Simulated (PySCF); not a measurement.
Dipole response of Be (beryllium, neutral)

[He] 2s2, closed-shell 1S. All numbers are calculated (PySCF 2.14, the spin-free X2C one-electron Hamiltonian (Gaussian nucleus), in dyall-acv3z (15s9p4d2f, 76 functions)). Coupled (time-dependent) response in atomic units; α is the mean over directions.

```
 method  mean α (bohr³)  C₆ (like pair)  S(−4)
    UHF           45.60           282.4   1433
    PBE           42.89           256.9   1281
   PBE0           42.96           257.9   1279
   PW91           43.03           257.8   1295
LC-wPBE           42.76           256.0   1265
```

S(−4) is the Cauchy moment in α(ω) = α(0) + S(−4) ω² + …

Reference α: 37.74 ± 0.03 bohr³ (recommended; Schwerdtfeger and Nagle, table of static dipole polarizabilities (2023 update)). Published C₆: 227.0 (Chu and Dalgarno (2004); Tang, Norbeck and Certain (1976)).

Hartree-Fock lies above the reference because it lacks correlation, which contracts the outer shell.

α(iu) at LC-wPBE:

| u (hartree) | α(iu) (bohr³) |
| --- | --- |
| 0 | 42.76 |
| 0.0500 | 39.81 |
| 0.100 | 33.03 |
| 0.200 | 19.79 |
| 0.300 | 12.02 |
| 0.500 | 5.482 |
| 0.750 | 2.754 |
| 1.00 | 1.665 |
| 1.50 | 0.8163 |
| 2.00 | 0.4945 |
| 3.00 | 0.2476 |
| 5.00 | 0.1057 |

A single London oscillator, α(iu) = α/(1 + u²/ω²), gives C₆ = (3/4) ω α². Matching the computed C₆ needs ω = 4 × 256.0 / (3 × 42.76²) = 0.187 hartree.
